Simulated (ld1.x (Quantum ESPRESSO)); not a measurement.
An all-electron radial function and its pseudo partner (chromium)

Columns: radius, all-electron u(r) and pseudo u(r) of the 3d shell (level -2.93 eV) of chromium in the configuration [Ne] 3s2 3p6 3d5 4s1 4p0; PBEsol, scalar-relativistic, TM scheme, ld1.x (Quantum ESPRESSO) 7.5.

| r (bohr) | all-electron | pseudo |
| --- | --- | --- |
| 0.110 | 0.0562 | 0.0053 |
| 0.220 | 0.2281 | 0.0403 |
| 0.330 | 0.4235 | 0.1243 |
| 0.440 | 0.5856 | 0.2597 |
| 0.550 | 0.6991 | 0.4301 |
| 0.660 | 0.7664 | 0.6064 |
| 0.770 | 0.7962 | 0.7571 |
| 0.880 | 0.7993 | 0.8592 |
| 0.990 | 0.7846 | 0.9041 |
| 1.100 | 0.7590 | 0.8981 |
| 1.210 | 0.7271 | 0.8557 |
| 1.320 | 0.6921 | 0.7937 |
| 1.430 | 0.6560 | 0.7262 |
| 1.540 | 0.6200 | 0.6624 |
| 1.650 | 0.5850 | 0.6069 |
| 1.760 | 0.5515 | 0.5607 |
| 1.870 | 0.5197 | 0.5226 |
| 1.980 | 0.4897 | 0.4902 |
| 2.090 | 0.4616 | 0.4616 |
| 2.200 | 0.4352 | 0.4352 |
| 2.310 | 0.4105 | 0.4105 |
| 2.420 | 0.3874 | 0.3874 |
| 2.530 | 0.3658 | 0.3658 |
| 2.640 | 0.3455 | 0.3455 |
| 2.750 | 0.3265 | 0.3265 |
| 2.860 | 0.3087 | 0.3087 |

Problem. How many radial nodes do the two functions have?

Solution. The all-electron 3d function has n − l − 1 = 0; the pseudo-wave has 0.

Problem. At about which radius was the pseudo-wave matched?

Solution. 2.20 bohr. The columns agree to 0.0005 from 2.09 bohr on; several derivatives are matched, so the curves merge somewhat inside the radius.

Problem. Is the pseudo-wave norm-conserving?

Solution. Yes: the TM scheme keeps the norm inside the radius equal to the all-electron one, which fixes the energy derivative of the logarithmic derivative at the level.
